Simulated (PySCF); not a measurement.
**TlCl3(NH3) at several levels of theory**

Computed with PySCF 2.14.0 (density fitting, no spin-orbit coupling) at the geometry relaxed with PBE0:

```xyz
8
TlCl3(NH3) (singlet)
Tl    0.0205   -0.0205    0.0205
Cl    1.0048    1.7765    1.3023
Cl   -1.7765   -1.3023    1.0048
Cl    1.3023   -1.0048   -1.7765
N    -1.3792    1.3792   -1.3792
H    -1.3704    2.3416   -1.0394
H    -1.0394    1.3704   -2.3416
H    -2.3416    1.0394   -1.3704
```

```csv
level,basis,state,HOMO (eV),gap (eV),charge on Tl1 (e),dipole about the centre of mass (D),largest force component (eV/Å)
PBE0,"Tl def2-SVP with ECP60, Cl def2-SVP, N def2-SVP, H def2-SVP",singlet,-8.51,5.51,0.60,5.74,0.02
PBE0,"Tl def2-TZVP with ECP60, Cl def2-TZVP, N def2-TZVP, H def2-TZVP",singlet,-8.73,5.51,0.90,5.54,0.29
```

Charges are Mulliken's, which hang on the basis. The relaxation used the grid (50, 194), these runs (75, 302) or, all-electron (x2c bases, spin-free X2C Hamiltonian), (99, 590).

Task: A further run in the first row's basis gives HOMO (eV) -6.77, gap (eV) 3.24, charge on Tl1 (e) 0.43, dipole about the centre of mass (D) 5.62, largest force component (eV/Å) 0.52. Which level was it?
A. BLYP
B. TPSSh

Result: A. The others give HOMO -7.81 eV (TPSSh).

In the first row's basis the gap widens with exact exchange: 3.2 eV for BLYP (none); 4.4 to 5.5 eV for TPSSh, PBE0 (a fixed share).
